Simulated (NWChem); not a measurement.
# VNH$_{2}$OF$_{2}$; SMILES [NH]=[V]([OH])([F])[F]

```xyz
7

V      0.0154    -0.0099     0.0000
N     -0.2107    -1.5827     0.0000
H     -0.2373    -2.6016     0.0000
F      0.8923     0.4195    -1.4162
F      0.8923     0.4195     1.4162
O     -1.5409     0.7598     0.0000
H     -2.3762     0.2784     0.0000
```
Atoms are numbered in this order, from 1.

Computed with NWChem. Geometry: optimised at PBE0/def2-SVP.

For level PBE/def2-TZVP:

| Item | Result |
|---|---|
| highest occupied level (eV) | -7.51 |

Task: How do the values read with level PBE/def2-SVP instead?

Result: highest occupied level (eV): -7.19
